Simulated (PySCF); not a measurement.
PySCF 2.14 output of an unrestricted wB97M-V calculation on a single atom or ion in aug-cc-pVTZ with one added diffuse shell each of s, p, d, f type (6s5p4d3f, 62 functions), with no relativity, point nucleus:

```
SCF conv_tol = 1e-09
number electrons alpha = 4  beta = 1
    N. Mardirossian and M. Head-Gordon.,  J. Chem. Phys. 144, 214110 (2016)
cycle= 1 E= -24.2320583533892  delta_E= -0.00109  |g|= 0.0312  |ddm|= 0.654
cycle= 2 E= -24.2355135649179  delta_E= -0.00346  |g|= 0.00294  |ddm|= 0.28
cycle= 3 E= -24.2355219379403  delta_E= -8.37e-06  |g|= 0.000508  |ddm|= 0.0171
cycle= 4 E= -24.2355222532795  delta_E= -3.15e-07  |g|= 5.94e-05  |ddm|= 0.00302
cycle= 5 E= -24.2355222643991  delta_E= -1.11e-08  |g|= 2.18e-05  |ddm|= 0.000633
cycle= 6 E= -24.2355222655933  delta_E= -1.19e-09  |g|= 4.92e-06  |ddm|= 0.000218
cycle= 7 E= -24.2355222657047  delta_E= -1.11e-10  |g|= 9.94e-07  |ddm|= 6.11e-05
converged SCF energy = -24.2355222657047  <S^2> = 3.7500012  2S+1 = 4.0000006
```

The run itself started from symmetry-adapted Hartree-Fock orbitals and held the occupation by maximum overlap, on a logarithmic radial grid, so the iterations belong to that start.

Which element, charge and spin multiplicity is this?

B (boron, neutral), multiplicity 4; the state was [He] 2s1 2p1 3d1, one real determinant (an excited configuration).

⟨L²⟩ = 8.00 against 12 for a pure F term, so this real determinant mixes terms. The outer electron is Rydberg-like, and this basis confines it to a smaller radius and binds it less than a complete one would.
